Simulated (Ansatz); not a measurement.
Gas-phase electronic energies from Ansatz, PBE0-D4/def2-TZVP geometries. CCSD(T)/CBS adds triple-zeta CCSD(T) − MP2 to the extrapolated MP2 energy (def2 sets, frozen cores). This one scheme is used for every species, atoms too. DFT in def2-TZVPP. HSE06 is defined as in plane-wave codes. No spin–orbit coupling; open shells (•) take unrestricted orbitals. For Ge outer-core shells are correlated without core-valence functions, so the limit isn't a true one: a few kJ/mol of doubt a bond, and 10 to 20 or more in all where bonds break to atoms. Scalar relativity is left out up to krypton. Each species was taken in one conformer, which may not be the lowest.

Reaction (hydrogen abstraction from a Ge–H bond): `[CH3][GeH2][SH]` + H• → `[CH3][GeH][SH]`• + H₂

```json
{"level": "LDA (SPW92)", "ΔE (eV)": "-0.96"}
{"level": "r2SCAN-D4", "ΔE (eV)": "-1.05"}
{"level": "r2SCANh-D4", "ΔE (eV)": "-1.03"}
{"level": "r2SCAN0-D4", "ΔE (eV)": "-1.00"}
{"level": "HSE06-D4", "ΔE (eV)": "-0.93"}
{"level": "PBE", "ΔE (eV)": "-1.03"}
{"level": "r2SCANh", "ΔE (eV)": "-1.04"}
{"level": "HF/def2-TZVPP", "ΔE (eV)": "-0.66"}
```

(1) What does CCSD(T)/CBS give? (An estimate is asked.)

(2) What do rigid-rotor, harmonic-oscillator terms from PBE0-D4/def2-TZVP frequencies (298.15 K, 1 bar) make of the CCSD(T)/CBS value? (Estimate.)

Largest T1 diagnostic among the species: 0.013.

## Answers

(1) Computed: -0.92 eV. The listed levels differ from it by -0.04, -0.13, -0.11, -0.08, -0.01, -0.11, -0.12, 0.26 eV.

(2) Computed: ΔZPE = +0.04 eV, ΔH = -0.87 eV, ΔS = 16 J/(mol·K), ΔG = -0.92 eV. Open shells count their whole term as degenerate.

Leaving LDA and LC-ωPBE aside and taking each functional with its dispersion term where it has one, the values, not all of them listed here, spread over 0.37 eV, from BLYP-D4 to PBE-QIDH. LDA lies +0.06 eV from PBE without D4. From BLYP to BHLYP (50 % exact exchange), in def2-TZVPP and without D4, ΔE moves by +0.23 eV. At CCSD(T), def2-SVP lies +0.11 eV from the extrapolated value and def2-TZVPP +0.01 eV.
